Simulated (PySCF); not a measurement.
**Spin states and ions at one geometry of [PbBr3]−**

PySCF 2.14.0, RKS B3LYP, Pb def2-SVP with ECP60, Br def2-SVP; non-relativistic Hamiltonian with scalar-relativistic core potentials where named; density fitting; no spin-orbit coupling; singlets restricted, open shells unrestricted. The geometry is relaxed for charge -1, singlet, vacuum:

```xyz
4

Pb    0.0032   -0.7955    0.0000
Br   -1.2498    0.4067    2.1820
Br   -1.2498    0.4067   -2.1820
Br    2.5255    0.3910    0.0000
```

Energies count from the relaxed state; an electron taken off or put on is at rest in vacuum. Charges and spins are Mulliken's.

```tsv
state	energy (eV)	spin squared	charge on Pb1 (e)	spin on Pb1 (e)	dipole about the centre of mass (D)
charge -1, singlet, vacuum	0.00	0.00	0.55	0.00	4.43
charge -1, triplet, vacuum	3.70	2.01	0.20	1.01	2.17
```

Problem. What does the state charge 0, doublet, vacuum give?

Solution. energy (eV) 4.51, spin squared 0.76, charge on Pb1 (e) 0.72, spin on Pb1 (e) 0.07, dipole about the centre of mass (D) 3.23.

With an electron taken off (doublet) the charges change, summed by element, by Pb +0.18 e, Br +0.82 e. The vertical ionisation energy is 4.51 eV, against −ε(HOMO) = 2.57 eV of the relaxed state. The level lies 1.9 eV too high, as is usual for semilocal functionals and global hybrids, which keep a self-interaction error.

Open shells may have lower solutions than those found. The basis has no diffuse functions, which an anion needs.
